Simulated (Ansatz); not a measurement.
This geometry of F3GeH5O2Si (12 atoms, charge 0, multiplicity 1) is a first-order saddle point.

Method: RKS PBE/def2-SVP (Ansatz).

```xyz
12
Properties=species:S:1:pos:R:3
Ge 0.117 -0.212 0.039
O 0.371 0.293 1.888
H -0.439 0.722 2.228
F 1.507 0.573 -0.633
F -1.356 0.740 -0.033
F -0.328 -1.325 -1.257
O 0.618 -1.788 1.086
Si 0.385 -3.460 0.748
H 1.212 -3.821 -0.443
H 0.862 -4.178 1.975
H -1.068 -3.744 0.524
H 0.520 -1.019 1.930
```

Question: Which two structures does it join? (They come from a converged band through this point; their orientation in space is the band's.)

Answer: Bonds broken: O7–H12. Bonds formed: O2–H12.

First end point:

```xyz
12
Properties=species:S:1:pos:R:3
Ge -0.009 -0.084 0.157
O -0.350 0.238 1.880
H -0.826 1.092 1.924
F 1.592 0.168 -0.466
F -0.845 1.297 -0.535
F -0.847 -1.369 -0.701
O 0.873 -1.824 1.179
Si 0.561 -3.459 0.706
H 1.043 -3.572 -0.700
H 1.381 -4.313 1.631
H -0.888 -3.807 0.860
H 0.715 -1.584 2.116
```

Last end point:

```xyz
12
Properties=species:S:1:pos:R:3
Ge 0.071 -0.489 0.015
O 0.504 0.539 1.937
H -0.387 0.877 2.168
F 1.345 0.509 -0.606
F -1.454 0.332 0.295
F -0.356 -1.383 -1.436
O 0.460 -1.866 1.079
Si 0.403 -3.506 0.602
H 1.346 -3.778 -0.531
H 0.842 -4.262 1.823
H -0.994 -3.912 0.236
H 0.621 -0.278 2.470
```

Question: How far does it lie above each of them?

Answer: 0.47 eV above the first and 0.61 eV above the second. This is the barrier of this one path; another mechanism may lie lower. The orbitals stay closed-shell, which can raise the energy where a bond breaks towards radicals; this wasn't checked here.

The run took 3.4 min on 4 threads of Arm Neoverse V1, with other jobs on the host, peak memory 0.22 GiB.
